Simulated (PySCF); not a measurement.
All values below come from B3LYP-D3(BJ)/def2-TZVP // PBE0-D3(BJ)/def2-SVP in PySCF. Gas-phase values, no solvent. One relaxed conformer stands for a flexible species; it need not be the lowest. B3LYP has the VWN-RPA correlation part, as in Gaussian. Excitations are Tamm–Dancoff values on a coarser integration grid. The basis has no diffuse functions, so Rydberg states are missing or too high.

Reference species (SMILES): `[NH2][In]([NH2])[NH2]` (neutral, multiplicity 1).

The HOMO is -6.50 eV and the T1 excitation (TDA) comes out as 3.84 eV.

Changed species: `[NH2][In]([N](C)C)[NH2]` (1 of 3 NH2 replaced by N(CH3)2; the reference has 0 of 3 NH2 replaced by N(CH3)2).

Question: Give the shifts of the HOMO and T1 excitation (TDA).

Answer: the HOMO rises by 0.97 eV, to -5.53 eV; the T1 excitation (TDA) falls by 0.68 eV, to 3.16 eV.
